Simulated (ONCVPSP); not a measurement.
Transferability test, ONCV potential for iron (Fe)

```
Element                 : iron
Generator               : ONCVPSP 4.0.1
Type                    : optimised norm-conserving Vanderbilt (ONCV)
Functional              : LDA (Perdew-Zunger)
Relativity              : fully relativistic
Frozen core             : [Ne]
Valence charge          : 16
Reference configuration : 3s2 3p6 3d6 4s1.75 (charge +0.25)
Partial waves           : 3s+4s: rc 1.15 bohr, ncon 3, nbas 6, qcut 11.2 1/bohr, 2 projectors; 3p: rc 1.15 bohr, ncon 4, nbas 7, qcut 14.3 1/bohr, 2 projectors, debl 1.3 Ha; 3d: rc 1.05 bohr, ncon 4, nbas 9, qcut 16.8 1/bohr, 2 projectors, debl 3.7 Ha
Local potential         : polynomial inside 1.00 bohr (lpopt 5, dvloc0 0 Ha)
Core correction         : none
```

Open shells are filled in proportion to 2j + 1.

In the p channel the program set the typed energies aside and used -2.257, 0.250 Ha (j = l + 1/2; the other j can differ).

Energies are relative to the spin-unpolarised reference configuration 3s2 3p6 3d6 4s1.75; without spin polarisation the order of configurations can differ from experiment.

Problem. Give the all-electron excitation energy and the error of the potential for: 3s2 3p6 3d6 4s2; 3s2 3p6 3d6 4s1; 3s2 3p6 3d6 4s0; 3s2 3p6 3d6 4s1.5.

Solution.

| valence configuration | charge | ΔE all-electron (eV) | error AE − PS (meV) |
| --- | --- | --- | --- |
| 3s2 3p6 3d6 4s2 | 0 | -1.582 | 0.0 |
| 3s2 3p6 3d6 4s1 | +1 | 7.399 | +0.4 |
| 3s2 3p6 3d6 4s0 | +2 | 23.891 | +2.4 |
| 3s2 3p6 3d6 4s1.5 | +0.5 | 2.014 | +0.1 |
